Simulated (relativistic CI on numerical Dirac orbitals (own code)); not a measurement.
# Radial parameters of Tl³⁹⁺

Method of calculation: Dirac-Coulomb-Breit CI, separate exchange-only KLI orbitals for each configuration, model QED, unscaled Slater integrals (own radial code, finite nucleus).

Slater integrals F^k, G^k are unscaled and averaged over j, outside the closed core [Ar] 3d10; ζ comes from projecting the Hamiltonian with its Breit term on Σ l·s of the shell.

- 4s²4p⁶4d⁶: F^2(4d,4d) = 265920, F^4(4d,4d) = 181070, ζ(4d) = 92608 cm⁻¹; <r>(4d) = 0.3768, <r^2>(4d) = 0.1624 (bohr units).
- 4s²4p⁶4d⁵4f: F^2(4d,4d) = 265770, F^4(4d,4d) = 180960, ζ(4d) = 92512, F^2(4d,4f) = 267840, F^4(4d,4f) = 174180, G^1(4d,4f) = 270760, G^3(4d,4f) = 188310, G^5(4d,4f) = 138870, ζ(4f) = 17343 cm⁻¹; <r>(4d) = 0.3771, <r^2>(4d) = 0.1626, <r>(4f) = 0.3517, <r^2>(4f) = 0.1402 (bohr units).
- 4s²4p⁵4d⁷: ζ(4p) = 755840, F^2(4d,4d) = 265850, F^4(4d,4d) = 181020, F^2(4p,4d) = 266870, G^1(4p,4d) = 330590, G^3(4p,4d) = 211780, ζ(4d) = 92292 cm⁻¹; <r>(4p) = 0.3751, <r^2>(4p) = 0.1595, <r>(4d) = 0.3769, <r^2>(4d) = 0.1625 (bohr units).

(1) Give the Racah parameters of the d shell in 4s²4p⁶4d⁶.

Averages of the first 10 configurations, taken without configuration mixing, which lowers the lowest level and can move excited configurations by several eV; other configurations of the list can lie among them:

| Configuration | Parity | States | Average energy above the lowest level (eV) |
| --- | --- | --- | --- |
| 4s²4p⁶4d⁶ | even | 210 | 51.3 |
| 4s²4p⁶4d⁵4f | odd | 3528 | 298.3 |
| 4s²4p⁵4d⁷ | odd | 720 | 317.7 |
| 4s²4p⁴4d⁸ | even | 675 | 587.6 |
| 4s4p⁶4d⁷ | even | 240 | 542.1 |
| 4p⁶4d⁸ | even | 45 | 1038.0 |
| 4s4p⁶4d⁶4f | odd | 5880 | 786.6 |
| 4s4p⁵4d⁸ | odd | 540 | 806.7 |
| 4s²4p⁶4d⁵5s | even | 504 | 625.9 |
| 4s²4p⁶4d⁵5d | even | 2520 | 836.3 |

## Answers

(1) B = F²/49 − 5F⁴/441 = 3374 cm⁻¹ and C = 35F⁴/441 = 14370 cm⁻¹.
